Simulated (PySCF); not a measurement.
Vertical excitations of a molecule C₄H₁₀Si₂ from TDA-M06-2X/def2-SVPD in PySCF, as energy in eV (oscillator strength): 5.90 (0.004), 6.59 (0.034), 6.74 (0.077), 6.77 (0.093), 6.87 (0.008), 7.07 (0.020). Lowest triplet (TDA): 4.52 eV. Geometry optimised at PBE0-D3(BJ)/def2-SVP. The values are those of a single conformer.

Task: Which molecule gave these data?
A) C=C[SiH2][SiH2]C=C
B) C[SiH2]CC#C[SiH3]
C) C=CC=C([SiH3])[SiH3]
D) C[Si@H]1C=CC[SiH2]1

Result: D, C[Si@H]1C=CC[SiH2]1
